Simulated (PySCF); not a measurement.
Species: `[SiH3]O[SiH](P)P`. The columns A, B, C and D hold Mulliken, IAO, Hirshfeld and ESP-fitted charges (e) of one PBE0/pcSseg-1 density (PySCF), in a shuffled order. Coordinates in Å (GFN2-xTB); the density's dipole moment is (0.40, 0.20, -0.49) D.

```tsv
atom	x	y	z	A	B	C	D
Si1	-2.367	-0.809	0.133	+0.746	+0.884	+0.393	+0.614
O2	-0.898	-0.441	-0.461	-0.732	-0.889	-0.309	-0.361
Si3	0.477	0.412	-0.474	+0.655	+0.816	+0.320	+0.502
P4	2.101	-1.142	-0.371	-0.225	-0.116	-0.025	-0.376
P5	0.492	1.837	1.273	-0.248	-0.125	-0.024	-0.376
H6	-2.166	-1.445	1.432	-0.120	-0.147	-0.079	-0.118
H7	-3.122	0.436	0.250	-0.115	-0.145	-0.079	-0.132
H8	-2.900	-1.714	-0.879	-0.119	-0.137	-0.077	-0.134
H9	0.403	1.205	-1.708	-0.075	-0.138	-0.086	-0.112
H10	3.131	-0.237	-0.577	+0.049	-0.007	-0.012	+0.099
H11	2.037	-1.474	-1.714	+0.063	+0.004	-0.005	+0.128
H12	1.701	2.417	0.929	+0.059	0.000	-0.007	+0.130
H13	1.106	0.955	2.149	+0.063	0.000	-0.010	+0.135
```

Q: Which column most likely holds the ESP-fitted charges?

A: D. Σ q r misses the density's dipole by 0.07 D (D), 0.70 D (A), 1.08 D (C), 1.52 D (B). Charges fitted to the outside potential are the only set here that is tied to the molecule's multipoles.

Q: And the Hirshfeld charges?

A: C. The mean sizes are 0.110 e (C), 0.247 e (D), 0.252 e (A), 0.262 e (B), and Hirshfeld charges are commonly the smallest of these schemes.

As computed, A = Mulliken, B = IAO, C = Hirshfeld, D = ESP-fitted.

The Mulliken scheme counts on each atom the diagonal of the density matrix times the overlap matrix over that atom's basis functions. The Hirshfeld scheme weights the molecular density at each point by an atom's share of the summed free-atom densities.

Geometry: GFN2-xTB, one conformer, isolated molecule.

Shape of the structure used: `[SiH3:1][O:2][SiH:3]([PH2:4])[PH2:5]`: Si1–O2–Si3–P4 126°, H–P4–Si3–O2 172°, H–P4–Si3–O2 79°, H–P5–Si3–O2 -177°, H–P5–Si3–O2 90°.
